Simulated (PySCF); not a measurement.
CH6O3Si2, SMILES [SiH2](O)C(=O)[SiH2]O. Geometry: PBE-D3(BJ)/def2-SVP. The structure was generated by enumeration, and PubChem lists no compound with its InChIKey, so it may never have been made. The values are those of a single conformer.

Computed equilibrium geometry at PBE-D3(BJ)/def2-SVP (PySCF confirms it by a frequency run) as bond lengths and angles, and its point group (one conformer of several):
point group C2v.
Atoms: O1 C2 Si3 O4 Si5 O6 H7 H8 H9 H10 H11 H12. Bond lengths (Å): O1–C2 1.244, C2–Si3 1.950, C2–Si5 1.950, Si3–O4 1.673, Si3–H7 1.504, Si3–H8 1.504, O4–H9 0.985, Si5–O6 1.673, Si5–H10 1.504, Si5–H11 1.504, O6–H12 0.985. Bond angles (°): O1–C2–Si3 113.3, O1–C2–Si5 113.3, Si3–C2–Si5 133.4, C2–Si3–O4 101.4, C2–Si3–H7 109.8, C2–Si3–H8 109.8, O4–Si3–H7 113.2, O4–Si3–H8 113.2, H7–Si3–H8 109.1, Si3–O4–H9 106.6, C2–Si5–O6 101.4, C2–Si5–H10 109.8, C2–Si5–H11 109.8, O6–Si5–H10 113.2, O6–Si5–H11 113.2, H10–Si5–H11 109.1, Si5–O6–H12 106.6.
Charge 0, spin multiplicity 1.
